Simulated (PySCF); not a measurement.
Output of ΔSCF core-hole calculations on `[BH3-][n+]1cccc(CC)c1`.

Computed with delta-SCF UKS SCAN, pcX-2 on the ionised atom, pcseg-1 elsewhere, spin-free X2C (PySCF 2.14.0). Atoms in this output count from 0. The cycles run on a coarse integration grid; for E(ground) and E(ion) the exchange–correlation energy is redone on a finer one, so they differ from the last cycle, and only they enter the binding energy.

Atom n of the output is atom n + 1 of `[BH3-:1][n+:2]1[cH:3][cH:4][cH:5][c:6]([CH2:7][CH3:8])[cH:9]1`.

```
ground state, core basis on atom 3 (C), 217 functions
  cycle   1  E = -353.47396941  |g| = 6.11e-02
  cycle   2  E = -353.47371376  |g| = 4.21e-02
  cycle   3  E = -353.47392612  |g| = 2.95e-02
  cycle   4  E = -353.47413364  |g| = 7.53e-03
  cycle   5  E = -353.47415166  |g| = 9.99e-04
  cycle   6  E = -353.47414928  |g| = 4.37e-04
  E(ground) = -353.49372733 Eh
hole in C 1s of atom 3
  cycle   1  E = -342.18384460  |g| = 1.52e+00
  cycle   2  E = -337.98792757  |g| = 2.69e+00
  cycle   3  E = -342.29255816  |g| = 8.12e-01
  cycle   4  E = -342.61701268  |g| = 5.37e-01
  cycle   5  E = -342.71996086  |g| = 2.99e-01
  cycle   6  E = -342.76745724  |g| = 1.04e-01
  cycle   7  E = -342.77317763  |g| = 2.60e-02
  cycle   8  E = -342.77354210  |g| = 1.71e-02
  cycle   9  E = -342.77375341  |g| = 8.67e-03
  cycle  10  E = -342.77387126  |g| = 6.13e-03
  cycle  11  E = -342.77399027  |g| = 5.09e-03
  cycle  12  E = -342.77409664  |g| = 4.22e-03
  cycle  13  E = -342.77416064  |g| = 2.34e-03
  cycle  14  E = -342.77417590  |g| = 1.72e-03
  cycle  15  E = -342.77418184  |g| = 9.03e-04
  cycle  16  E = -342.77418327  |g| = 4.48e-04
  E(ion) = -342.79280732 Eh   <S^2> = 0.8257   hole on atom = 1.000
```

What is the C 1s binding energy of atom 3?

(-342.792807 − (-353.493727)) Eh × 27.2114 eV/Eh = 291.19 eV, for the aromatic CH carbon.

```
ground state, core basis on atom 6 (C), 217 functions
  cycle   1  E = -353.47266622  |g| = 5.85e-02
  cycle   2  E = -353.47258609  |g| = 2.65e-02
  cycle   3  E = -353.47256214  |g| = 2.74e-02
  cycle   4  E = -353.47274089  |g| = 7.85e-03
  cycle   5  E = -353.47275891  |g| = 1.00e-03
  cycle   6  E = -353.47275764  |g| = 3.14e-04
  E(ground) = -353.49147699 Eh
hole in C 1s of atom 6
  cycle   1  E = -342.19513227  |g| = 1.51e+00
  cycle   2  E = -335.02994454  |g| = 3.18e+00
  cycle   3  E = -342.23652615  |g| = 8.30e-01
  cycle   4  E = -342.45866891  |g| = 7.51e-01
  cycle   5  E = -342.74552199  |g| = 1.92e-01
  cycle   6  E = -342.76196571  |g| = 8.44e-02
  cycle   7  E = -342.76523218  |g| = 3.31e-02
  cycle   8  E = -342.76576882  |g| = 1.35e-02
  cycle   9  E = -342.76587502  |g| = 5.23e-03
  cycle  10  E = -342.76589514  |g| = 1.76e-03
  cycle  11  E = -342.76590171  |g| = 1.17e-03
  cycle  12  E = -342.76590439  |g| = 1.05e-03
  cycle  13  E = -342.76590778  |g| = 9.36e-04
  cycle  14  E = -342.76591112  |g| = 9.35e-04
  cycle  15  E = -342.76591067  |g| = 9.35e-04
  cycle  16  E = -342.76590685  |g| = 9.29e-04
  cycle  17  E = -342.76588067  |g| = 9.58e-04
  cycle  18  E = -342.76586980  |g| = 9.70e-04
  cycle  19  E = -342.76586819  |g| = 9.24e-04
  cycle  20  E = -342.76585632  |g| = 9.76e-04
  cycle  21  E = -342.76575940  |g| = 3.42e-03
  cycle  22  E = -342.76579807  |g| = 2.40e-03
  cycle  23  E = -342.76584600  |g| = 9.29e-04
  cycle  24  E = -342.76581479  |g| = 2.05e-03
  cycle  25  E = -342.76584078  |g| = 1.49e-03
  cycle  26  E = -342.76585914  |g| = 1.46e-03
  cycle  27  E = -342.76588176  |g| = 1.73e-03
  cycle  28  E = -342.76589936  |g| = 1.94e-03
  cycle  29  E = -342.76590854  |g| = 2.07e-03
  cycle  30  E = -342.76590882  |g| = 2.04e-03
  cycle  31  E = -342.76590794  |g| = 2.00e-03
  cycle  32  E = -342.76574464  |g| = 4.57e-03
  cycle  33  E = -342.76589021  |g| = 2.02e-03
  cycle  34  E = -342.76590637  |g| = 2.43e-03
  cycle  35  E = -342.76590350  |g| = 2.52e-03
  cycle  36  E = -342.76589684  |g| = 2.56e-03
  cycle  37  E = -342.76595652  |g| = 4.78e-03
  cycle  38  E = -342.76596994  |g| = 6.04e-03
  cycle  39  E = -342.76596789  |g| = 7.50e-03
  cycle  40  E = -342.76596729  |g| = 7.43e-03
  cycle  41  E = -342.76596669  |g| = 7.58e-03
  cycle  42  E = -342.76597069  |g| = 7.11e-03
  cycle  43  E = -342.76598744  |g| = 1.64e-03
  cycle  44  E = -342.76598955  |g| = 1.39e-03
  cycle  45  E = -342.76598780  |g| = 1.20e-03
  cycle  46  E = -342.76599520  |g| = 1.04e-03
  cycle  47  E = -342.76599024  |g| = 1.17e-03
  cycle  48  E = -342.76600713  |g| = 3.06e-04
  E(ion) = -342.78386956 Eh   <S^2> = 0.7908   hole on atom = 1.000
```

What is the C 1s binding energy of atom 6?

(-342.783870 − (-353.491477)) Eh × 27.2114 eV/Eh = 291.37 eV, for the benzylic-type carbon.

The ground state is recomputed for each atom, because the flexible core basis sits on the ionised atom alone; energies of different blocks can't be mixed. Geometry: PBE0-D3(BJ)/def2-SVP, one conformer, isolated molecule.

Conformer computed: `[BH3-:1][n+:2]1[cH:3][cH:4][cH:5][c:6]([CH2:7][CH3:8])[cH:9]1`: C5–C6–C7–C8 89°.
Labels such as C1 count atoms from 1, the log's own numbers from 0.
